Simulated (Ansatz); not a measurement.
```yaml
crystal:
  periodic: [false, false, false]
  atoms:
    - {symbol: C, position_ang: [-2.705616, 0.081116, -0.696092]}
    - {symbol: C, position_ang: [-1.611873, 0.901275, -0.101062]}
    - {symbol: O, position_ang: [-0.290287, 0.473393, -0.569539]}
    - {symbol: C, position_ang: [0.253760, -0.623380, 0.038658]}
    - {symbol: D, position_ang: [1.817918, -1.269350, -1.031935]}
    - {symbol: O, position_ang: [0.658895, -0.278744, 1.332390]}
    - {symbol: Si, position_ang: [2.049069, 0.544030, 1.486049]}
    - {symbol: H, position_ang: [-2.688987, 0.220503, -1.839044]}
    - {symbol: H, position_ang: [-2.630232, -0.954040, -0.519896]}
    - {symbol: H, position_ang: [-3.698678, 0.409283, -0.385451]}
    - {symbol: H, position_ang: [-1.641400, 1.949056, -0.360314]}
    - {symbol: H, position_ang: [-1.623567, 0.780354, 0.982425]}
    - {symbol: H, position_ang: [-0.546962, -1.346340, 0.150879]}
    - {symbol: H, position_ang: [2.536201, -2.620659, -0.513806]}
    - {symbol: H, position_ang: [2.250991, -0.546097, -2.384627]}
    - {symbol: H, position_ang: [1.988961, 2.017405, 1.268663]}
    - {symbol: H, position_ang: [2.956066, 0.043187, 0.357231]}
    - {symbol: H, position_ang: [2.783182, 0.228187, 2.737175]}
basis:
  gaussian: {orbitals: STO-3G, fitting: {mean_field: cc-pVTZ-jkfit}}
total_charge: 1
magnetization: {spin_polarized: true, initial_magnetization: 1}
hamiltonian: {xc: {name: B2PLYP}}
output: {forces: true}
```

```sh
$ ansatz run in.yaml --threads 2 --pin off --events-out ev --progress --plain --max-ram 22528MiB --backend cpu
```

(1) How does Ansatz answer? (Best estimate.)

## Answers

(1) Ansatz gave: The program refused the input.
```
Error: YAML parse error: error: line 8 column 16: `D` is not an element symbol (H … Og, case-exact)
 6 |     - {symbol: O, position_ang: [-0.290287, 0.473393, -0.569539]}
 7 |     - {symbol: C, position_ang: [0.253760, -0.623380, 0.038658]}
 8 |     - {symbol: D, position_ang: [1.817918, -1.269350, -1.031935]}
 9 |     - {symbol: O, position_ang: [0.658895, -0.278744, 1.332390]}
10 |     - {symbol: Si, position_ang: [2.049069, 0.544030, 1.486049]}
```
